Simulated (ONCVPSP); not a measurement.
# An all-electron radial function and its pseudo partner (titanium (Ti))

Columns: radius, all-electron u(r) and pseudo u(r) of the 3s shell (level -58.94 eV) of titanium in the configuration [Ne] 3s2 3p6 3d3 4s1; LDA (Perdew-Zunger), scalar-relativistic, ONCV scheme, ONCVPSP 4.0.1.

```tsv
r (bohr)	all-electron	pseudo
0.093	-0.0123	0.1035
0.185	-0.5365	0.2162
0.278	-0.4974	0.3465
0.370	-0.1432	0.4905
0.463	0.2807	0.6431
0.555	0.6375	0.7873
0.648	0.8917	0.9113
0.740	1.0384	0.9998
0.833	1.0993	1.0475
0.925	1.0957	1.0528
1.018	1.0486	1.0206
1.110	0.9757	0.9606
1.203	0.8881	0.8813
1.295	0.7963	0.7939
1.388	0.7044	0.7037
1.480	0.6178	0.6176
1.573	0.5368	0.5367
1.665	0.4641	0.4641
1.758	0.3985	0.3984
1.850	0.3412	0.3412
1.943	0.2906	0.2906
2.035	0.2471	0.2471
2.128	0.2092	0.2092
2.220	0.1771	0.1770
2.313	0.1493	0.1492
2.405	0.1258	0.1258
```

(1) How many radial nodes do the two functions have?

(2) At about which radius was the pseudo-wave matched?

(3) Is the pseudo-wave norm-conserving?

Answers

(1) The all-electron 3s function has n − l − 1 = 2 (the table is too coarse to show those close to the nucleus); the pseudo-wave has 0, since the states of the same l below it are removed with the core.

(2) 1.60 bohr. The columns agree to 0.0005 from 1.48 bohr on; several derivatives are matched, so the curves merge somewhat inside the radius.

(3) Yes: the ONCV scheme keeps the norm inside the radius equal to the all-electron one, which fixes the energy derivative of the logarithmic derivative at the level.
